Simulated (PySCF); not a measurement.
Gas-phase reaction: WOF4 + 3 F → WF6 + FO, at 500 K and a standard pressure of 1 bar. Level: LDA/def2-TZVP†.

Computed with PySCF and rigid-rotor harmonic-oscillator thermochemistry at 1 bar. † marks an energy on the PBE0/def2-TZVP geometry and frequencies. Open shells (unrestricted): F (multiplicity 2, electronic degeneracy 6), FO (multiplicity 2, electronic degeneracy 4); the rest are closed-shell singlets. Spin-orbit splitting is ignored; it lowers the true energy and changes the entropy of F, FO. W: scalar-relativistic def2 core potential, no spin-orbit coupling. The harmonic model lacks anharmonicity and excited electronic states, which grow with temperature; levels with a mode under 35 cm⁻¹ are left out. Soft modes under 120 cm⁻¹ make the harmonic entropy rough for WOF4.

| species | E (Ha) | H(500 K) − E (kJ/mol) | S°(500 K) (J/mol/K) |
|---|---|---|---|
| WOF4 | -539.06913 | 76.2 | 397.7 |
| F | -99.10742 | 10.4 | 171.2 |
| WF6 | -662.89201 | 88.8 | 421.0 |
| FO | -173.78787 | 22.0 | 233.0 |
E: electronic energy; H − E holds the zero-point and thermal terms. 1 Ha = 2625.5 kJ/mol.

Task: Work out ΔH°, ΔS°, ΔG° and log10 K from these numbers.

Result: 1. ΔE = 1×(-662.89201) + 1×(-173.78787) − 1×(-539.06913) − 3×(-99.10742) = -0.28849 Ha = -757.4 kJ.
2. Δ(H − E) = 1×(88.8) + 1×(22.0) − 1×(76.2) − 3×(10.4) = 3.4 kJ, so ΔH° = -754.0 kJ.
3. ΔS° = 1×(421.0) + 1×(233.0) − 1×(397.7) − 3×(171.2) = -257.3 J/K; the number of gas molecules changes by -2.
4. ΔG° = ΔH° − TΔS° = -754.0 − 500×(-257.3)/1000 = -625.4 kJ.
5. log10 K = −ΔG°/(RT ln 10) = 65.35, with RT ln 10 = 9.57 kJ/mol; at standard pressures the products are favoured.
6. A shift of 10 kJ in ΔE would move log10 K by 1.04 here.
For scale, ΔH°(298 K) is -752 kJ at this level, -491 kJ at ωB97M-V/def2-TZVP†, and runs from -752 to -142 kJ over the 17 levels computed.
